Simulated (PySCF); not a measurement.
Polarisability and C₆ of Sn⁺ (tin, charge +1)

[Kr] 4d10 5s2 5p1, 2P determinant. Computed with PySCF 2.14 in aug-cc-pVTZ-DK3 (8s7p5d2f, 68 functions), with scalar relativity by spin-free X2C-1e. Coupled (time-dependent) response in atomic units; α is the mean over directions.

```tsv
method	mean α (bohr³)	α xx, yy, zz	C₆ (like pair)	S(−4)
UHF	28.95	27.52, 31.83, 27.52	222.8	274.4
PBE	27.38	25.17, 31.80, 25.17	204.4	264.0
PBE0	27.41	25.52, 31.18, 25.52	205.8	254.8
```

S(−4) is the Cauchy moment in α(ω) = α(0) + S(−4) ω² + …

Spin-orbit coupling is absent.

α(iu) at PBE:

| u (hartree) | α(iu) (bohr³) |
| --- | --- |
| 0 | 27.38 |
| 0.0500 | 26.74 |
| 0.100 | 25.02 |
| 0.200 | 20.18 |
| 0.300 | 15.61 |
| 0.500 | 9.582 |
| 0.750 | 5.907 |
| 1.00 | 4.075 |
| 1.50 | 2.349 |
| 2.00 | 1.549 |
| 3.00 | 0.8182 |
| 5.00 | 0.3361 |

For an ion, C₆ is the dispersion term alone; charge-induced terms of lower order in 1/R come first.

The components differ because the open shell of this determinant is not spherical; for a pure term their mean is the scalar polarisability.
